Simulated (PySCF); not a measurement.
C2H5OS, SMILES S(=O)([CH2])C, multiplicity 2. Atoms are numbered in the order given.

```xyz
9

C      1.2025    -0.5600     0.9157
S      0.1493    -0.0866    -0.3867
C     -1.4901    -0.5228     0.3588
O      0.1697     1.4044    -0.6333
H      1.2506    -1.6394     1.1379
H      2.1087     0.0578     1.0184
H     -1.6326     0.1257     1.2427
H     -1.5055    -1.5955     0.6304
H     -2.2419    -0.3022    -0.4219
```
Charge 0, spin multiplicity 2.

The structure is a stationary point at PBE-D3(BJ)/def2-SVP. The isomer is the one that the SMILES or the coordinates give; other isomers of the formula were not compared.

These are M06-2X/def2-TZVP run with PySCF values and carry that method's errors.

Atomic charges (e):

```json
[
 {"atom": "C1", "Mulliken": "-0.40", "meta-Löwdin": "-0.45", "Löwdin": "[?]", "Mulliken spin": "0.93"},
 {"atom": "S2", "Mulliken": "0.53", "meta-Löwdin": "1.04", "Löwdin": "[?]", "Mulliken spin": "0.06"},
 {"atom": "C3", "Mulliken": "-0.43", "meta-Löwdin": "-0.45", "Löwdin": "-0.45", "Mulliken spin": "0.06"},
 {"atom": "O4", "Mulliken": "-0.56", "meta-Löwdin": "-0.84", "Löwdin": "[?]", "Mulliken spin": "0.02"},
 {"atom": "H5", "Mulliken": "0.17", "meta-Löwdin": "0.14", "Löwdin": "0.11", "Mulliken spin": "-0.03"},
 {"atom": "H6", "Mulliken": "0.19", "meta-Löwdin": "0.15", "Löwdin": "0.12", "Mulliken spin": "-0.03"},
 {"atom": "H7", "Mulliken": "0.18", "meta-Löwdin": "0.14", "Löwdin": "0.12", "Mulliken spin": "0.00"},
 {"atom": "H8", "Mulliken": "0.15", "meta-Löwdin": "0.13", "Löwdin": "0.12", "Mulliken spin": "0.00"},
 {"atom": "H9", "Mulliken": "0.17", "meta-Löwdin": "0.14", "Löwdin": "0.12", "Mulliken spin": "0.00"}
]
```

Q: Fill in the missing entries. (An estimate is asked for; the answer gives what the named calculation found.)

A: 
- C1, Löwdin: -0.43
- S2, Löwdin: 0.72
- O4, Löwdin: -0.43

Computed Mayer and Wiberg (Löwdin basis) orders of the bonds:
```tsv
bond	Mayer	Wiberg
C1–S2	1.13	1.58
S2–C3	0.91	1.22
S2–O4	1.62	2.27
C1–H5	0.92	0.95
C1–H6	0.94	0.96
C3–H7	0.95	0.94
C3–H8	0.94	0.94
C3–H9	0.95	0.93
```
